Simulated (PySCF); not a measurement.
# Electron correlation in K (potassium, neutral)

[Ar] 4s1, 2S determinant. Computed with PySCF 2.14 in x2c-TZVPPall with one added diffuse shell each of s, p, d type (7s5p4d, 42 functions), with the spin-free X2C one-electron Hamiltonian (Gaussian nucleus). Frozen: [Ne]; 9 electrons correlated.

```json
{"level": "CCSD", "correlation energy (mhartree)": "-171.06"}
{"level": "(T)", "correlation energy (mhartree)": "-2.09"}
{"level": "CCSD(T)", "correlation energy (mhartree)": "-173.15"}
{"level": "CCSDT", "correlation energy (mhartree)": "-173.30"}
```

Diagnostics: T1 = 0.013, D1 = 0.0537, largest double amplitude 0.024.

**Question.** Is a single reference adequate?

**Answer.** Yes: T1 lies below 0.03 and no double amplitude reaches 0.07.

This basis was not built for core-valence correlation, so the inner-shell part is incomplete.
